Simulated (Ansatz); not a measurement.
CH5B2NS (`BNBC=S`), relaxed with RKS PBE0-D4/def2-TZVP in Ansatz from a PBE-D4/def2-SVP geometry. The force threshold is 0.005 eV/Å; the program also tests the step.

The species carries charge 0 and has multiplicity 1.

Start:

```xyz
10

B    -1.481   -0.687   -0.246
N    -0.275   -0.859    0.487
B     0.834    0.055    0.577
C     0.939    1.326   -0.322
S     1.952    0.979   -1.564
H    -2.342   -1.544   -0.194
H    -1.626    0.323   -0.907
H    -0.183   -1.720    1.036
H     1.739   -0.189    1.355
H     0.443    2.315   -0.221
```

How much energy does the relaxation release, and in how many steps? (Estimate.)

Ansatz gave: 1.32 kcal/mol, in 10 steps, 1 of them rejected.

Which bonds change most? (Best estimate.)

Computed: C4–S5 from 1.641 to 1.616 Å; B3–H9 from 1.218 to 1.197 Å; B1–H7 from 1.216 to 1.195 Å; B1–H6 from 1.216 to 1.195 Å.

Give the relaxed structure. (Best estimate.)

Ansatz gave: 
```xyz
10

B    -1.462   -0.672   -0.244
N    -0.283   -0.851    0.516
B     0.836    0.025    0.573
C     0.942    1.278   -0.345
S     1.974    1.108   -1.576
H    -2.332   -1.489   -0.183
H    -1.564    0.304   -0.926
H    -0.225   -1.682    1.089
H     1.739   -0.223    1.318
H     0.375    2.203   -0.222
```
